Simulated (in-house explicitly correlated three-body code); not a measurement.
The numbers below are computed, except where a source is named.
## Two electrons around a charge Z: functional-driven and density-driven errors

The exact non-relativistic ground state comes from a variational code in 260 exponentially correlated functions, the Kohn-Sham parts from inverting its density (past Z = 6 the correlation energy is taken as exact minus Hartree-Fock, equal to within microhartrees), and self-consistent runs (Hartree-Fock is restricted) from a B-spline radial code. Z may be fractional; the second electron is bound down to Z = 0.911.

The total error of a self-consistent run is the error on the exact density (functional-driven) plus the energy gained by relaxing to the functional's own density (density-driven, never positive). «Unbound» marks a run whose level isn't bound or that didn't converge.

```json
{"Z": "1.1", "PBEsol functional (mEh)": "+15.95", "PBEsol density (mEh)": "unbound", "LDA VWN5 functional (mEh)": "+18.88", "LDA VWN5 density (mEh)": "unbound", "r2SCAN functional (mEh)": "+0.25", "r2SCAN density (mEh)": "unbound"}
{"Z": "1.34", "PBEsol functional (mEh)": "?", "PBEsol density (mEh)": "?", "LDA VWN5 functional (mEh)": "?", "LDA VWN5 density (mEh)": "?", "r2SCAN functional (mEh)": "?", "r2SCAN density (mEh)": "?"}
{"Z": "1.56", "PBEsol functional (mEh)": "+31.16", "PBEsol density (mEh)": "-0.83", "LDA VWN5 functional (mEh)": "+43.43", "LDA VWN5 density (mEh)": "-1.35", "r2SCAN functional (mEh)": "-0.64", "r2SCAN density (mEh)": "-0.20"}
{"Z": "1.94", "PBEsol functional (mEh)": "+44.79", "PBEsol density (mEh)": "-0.97", "LDA VWN5 functional (mEh)": "+66.71", "LDA VWN5 density (mEh)": "-1.63", "r2SCAN functional (mEh)": "-0.94", "r2SCAN density (mEh)": "-0.25"}
{"Z": "2.38", "PBEsol functional (mEh)": "+61.12", "PBEsol density (mEh)": "-1.07", "LDA VWN5 functional (mEh)": "+95.74", "LDA VWN5 density (mEh)": "-1.85", "r2SCAN functional (mEh)": "-1.17", "r2SCAN density (mEh)": "-0.27"}
{"Z": "2.82", "PBEsol functional (mEh)": "+77.78", "PBEsol density (mEh)": "-1.15", "LDA VWN5 functional (mEh)": "+126.3", "LDA VWN5 density (mEh)": "-2.00", "r2SCAN functional (mEh)": "-1.35", "r2SCAN density (mEh)": "-0.29"}
{"Z": "3.3", "PBEsol functional (mEh)": "+96.20", "PBEsol density (mEh)": "-1.20", "LDA VWN5 functional (mEh)": "+160.9", "LDA VWN5 density (mEh)": "-2.13", "r2SCAN functional (mEh)": "-1.50", "r2SCAN density (mEh)": "-0.30"}
{"Z": "4.2", "PBEsol functional (mEh)": "+131.1", "PBEsol density (mEh)": "-1.27", "LDA VWN5 functional (mEh)": "+228.3", "LDA VWN5 density (mEh)": "-2.29", "r2SCAN functional (mEh)": "-1.72", "r2SCAN density (mEh)": "-0.31"}
{"Z": "5.1", "PBEsol functional (mEh)": "?", "PBEsol density (mEh)": "?", "LDA VWN5 functional (mEh)": "?", "LDA VWN5 density (mEh)": "?", "r2SCAN functional (mEh)": "?", "r2SCAN density (mEh)": "?"}
{"Z": "5.9", "PBEsol functional (mEh)": "+197.7", "PBEsol density (mEh)": "-1.36", "LDA VWN5 functional (mEh)": "+361.3", "LDA VWN5 density (mEh)": "-2.47", "r2SCAN functional (mEh)": "-2.01", "r2SCAN density (mEh)": "-0.31"}
{"Z": "7", "PBEsol functional (mEh)": "+241.0", "PBEsol density (mEh)": "-1.39", "LDA VWN5 functional (mEh)": "+449.8", "LDA VWN5 density (mEh)": "-2.54", "r2SCAN functional (mEh)": "-2.14", "r2SCAN density (mEh)": "-0.31"}
{"Z": "8.7", "PBEsol functional (mEh)": "+308.1", "PBEsol density (mEh)": "-1.42", "LDA VWN5 functional (mEh)": "+588.9", "LDA VWN5 density (mEh)": "-2.62", "r2SCAN functional (mEh)": "-2.30", "r2SCAN density (mEh)": "-0.31"}
```

(1) What belongs in the row Z = 5.1?

(2) What belongs in the row Z = 1.34?

(3) Which part of the error is larger?

Answers

(1) PBEsol functional (mEh): +166.3; PBEsol density (mEh): -1.32; LDA VWN5 functional (mEh): +298.0; LDA VWN5 density (mEh): -2.40; r2SCAN functional (mEh): -1.89; r2SCAN density (mEh): -0.31.

(2) PBEsol functional (mEh): +23.62; PBEsol density (mEh): -0.72; LDA VWN5 functional (mEh): +31.04; LDA VWN5 density (mEh): -1.12; r2SCAN functional (mEh): -0.36; r2SCAN density (mEh): -0.16.

(3) PBEsol: functional-driven +308.1, density-driven -1.42 mEh at Z = 8.7; LDA VWN5: functional-driven +588.9, density-driven -2.62 mEh at Z = 8.7; r2SCAN: functional-driven -2.30, density-driven -0.31 mEh at Z = 8.7. The density-driven part is second order in the error of the density, so it stays small unless the second electron is loosely bound.
